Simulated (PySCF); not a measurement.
Input for PySCF: D3(BJ) and D4 dispersion corrections on CH4OSe (SMILES CO[SeH]), a point of a torsion scan.

```python
from pyscf import gto
from pyscf.dispersion import dftd3, dftd4

mol = gto.M(
    atom='''
    C    -0.83116770   -0.18008714    0.08214736
    O     0.00531446    0.74616943   -0.57187226
    Se   -0.31470764    1.12974415   -2.31904213
    H    -1.08966640   -1.03202129   -0.55158556
    H    -1.75444095    0.29388892    0.42772639
    H    -0.26493629   -0.53212831    0.94547581
    H     0.44279869    0.00195175   -2.87299240
    ''',
    basis='def2-svp',
    charge=0, spin=0, verbose=0, max_memory=1800)
d3, d4 = {}, {}
for xc in ['hf', 'pbe', 'blyp', 'revpbe', 'tpss', 'r2scan', 'b3lyp', 'pbe0', 'bhlyp', 'camb3lyp', 'b2plyp']:
    d3[xc] = float(dftd3.DFTD3Dispersion(mol, xc=xc, version='d3bj', atm=False).get_dispersion()['energy'])
    print(f'D3(BJ) {xc:10s} {d3[xc]:14.8f} Eh')
for xc in ['hf', 'pbe', 'blyp', 'revpbe', 'tpss', 'r2scan', 'b3lyp', 'pbe0', 'bhlyp', 'camb3lyp', 'b2plyp']:
    d4[xc] = float(dftd4.DFTD4Dispersion(mol, xc={'camb3lyp': 'cam-b3lyp'}.get(xc, xc), atm=True).get_dispersion()['energy'])
    print(f'D4     {xc:10s} {d4[xc]:14.8f} Eh')
```

It printed:

```
D3(BJ) hf            -0.03409665 Eh
D3(BJ) pbe           -0.00398986 Eh
D3(BJ) blyp          -0.00866840 Eh
D3(BJ) revpbe        -0.01028998 Eh
D3(BJ) tpss          -0.00504846 Eh
D3(BJ) r2scan        -0.00106386 Eh
D3(BJ) b3lyp         -0.00707988 Eh
D3(BJ) pbe0          -0.00344442 Eh
D3(BJ) bhlyp         -0.00558109 Eh
D3(BJ) camb3lyp      -0.00312621 Eh
D3(BJ) b2plyp        -0.00330000 Eh
D4     hf            -0.01488834 Eh
D4     pbe           -0.00388594 Eh
D4     blyp          -0.00880077 Eh
D4     revpbe        -0.01301999 Eh
D4     tpss          -0.00527397 Eh
D4     r2scan        -0.00090389 Eh
D4     b3lyp         -0.00631204 Eh
D4     pbe0          -0.00323714 Eh
D4     bhlyp         -0.00464824 Eh
D4     camb3lyp      -0.00325480 Eh
D4     b2plyp        -0.00269624 Eh
```

The run finished.

Cost: about 0.03 core-seconds (a rough figure).
